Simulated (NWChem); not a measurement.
System: C4H6Si; SMILES C#C[SiH2]C=C

```xyz
11

C      0.7058     2.6935     0.0746
C      0.1070     1.6342     0.0444
Si    -0.7829     0.0250    -0.0097
C      0.3852    -1.3608    -0.4619
C      0.5863    -2.4315     0.3147
H      1.2336     3.6305     0.1027
H     -1.3770    -0.2554     1.3310
H     -1.8778     0.1516    -1.0188
H      0.9279    -1.2972    -1.4144
H      0.0786    -2.5521     1.2786
H      1.2690    -3.2389     0.0263
```
Atoms are numbered in this order, from 1.

Results from NWChem. Medium grid unless said otherwise, to which SCAN and Minnesota functionals are sensitive. All runs use the structure optimised with PBE0/def2-SVP. Hybrids' shares of exact exchange are those that their runs print; pure functionals count as 0. The functionals differ in more than this share.

```
row              share of exact exchange  orbital gap (eV)
---------------  -----------------------  ----------------
PBE/def2-SVP                        0.00              5.25
BLYP/def2-SVP                       0.00              5.24
TPSSh/def2-SVP                      0.10          withheld
B3LYP/def2-SVP                      0.20              7.01
PBE0/def2-SVP                       0.25              7.45
M06-2X/def2-SVP                     0.54              9.60
```

Problem. Fit a straight line of the last column on the one before it, predict the withheld value, and compare with the run.

Solution. 
1. Means of the 5 shown rows: x = 0.198, y = 6.910. Slope Σ(x − x̄)(y − ȳ)/Σ(x − x̄)² = 1.608/0.1981 = 8.116; intercept 5.303.
2. The shown rows scatter about the line by 0.084 (root mean square); the largest residual is +0.12, at PBE0/def2-SVP.
3. At x = 0.10 (TPSSh/def2-SVP; inside the shown range) the line gives 6.11.
4. The run gives 6.33, +0.22 from the line, 2.6 times the scatter.
